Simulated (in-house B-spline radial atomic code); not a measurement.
Sn²⁺. Computed with a B-spline radial atomic code. Model: all-electron spherical atom, spin shells full or empty, radial basis limit, no spin-orbit coupling, Breit or QED, empty-state partial waves extrapolated as (l+1/2)^-4, RPA, G0W0 and static COHSEX of the highest shell as one setting changes (uncorrelated shells keep exact exchange).

Empty levels are discrete states of a finite basis, so the steps are uneven.

Given: element Sn; charge 2; filled core Kr; hamiltonian one-electron scalar X2C; mean-field start PBE0; highest l of empty states 9; nuclear rms radius 4.6519 fm; lowest nl shells left uncorrelated 6; highest mean-field shell 5s; box radius 17.55 bohr.

Shell: 4d 5 5, 5s 1 1 (electrons up and down).

| highest empty level kept (hartree) | RPA correlation energy (hartree) | G0W0 level (eV) | G0W0 minus most complete (meV) | COHSEX level (eV) | linearised minus solved G0W0 (meV) |
| --- | --- | --- | --- | --- | --- |
| 3 | -0.55933 | -30.366 | 407.9 | -31.63 | 5.7 |
| 6 | -0.75807 | -30.541 | 232.8 | -32.025 | 6.2 |
| 10.5 | ? | ? | ? | ? | ? |
| 18 | -1.0664 | -30.705 | 69.2 | -32.424 | 6.6 |
| 30 | -1.1715 | -30.739 | 34.8 | -32.522 | 6.7 |
| 54 | -1.2392 | -30.76 | 13.7 | -32.591 | 6.8 |
| 90 | -1.2675 | -30.767 | 6.8 | -32.61 | 6.8 |
| 180 | -1.2815 | -30.773 | 1.2 | -32.628 | 6.8 |
| 360 | ? | ? | ? | ? | ? |
| 750 | -1.284 | -30.774 | 0.1 | -32.633 | 6.8 |
| 1800 | -1.2843 | -30.774 | 0 | -32.633 | 6.8 |
| 6000 | -1.2844 | -30.774 | 0 | -32.633 | 6.8 |

(1) What follows for highest empty level kept = 360?

(2) What follows for highest empty level kept = 10.5?

Answers

(1) RPA correlation energy -1.2832 hartree; G0W0 level -30.774 eV; G0W0 minus most complete 0.5 meV; COHSEX level -32.631 eV; linearised minus solved G0W0 6.8 meV.

(2) RPA correlation energy -0.91018 hartree; G0W0 level -30.637 eV; G0W0 minus most complete 137.4 meV; COHSEX level -32.258 eV; linearised minus solved G0W0 6.5 meV.
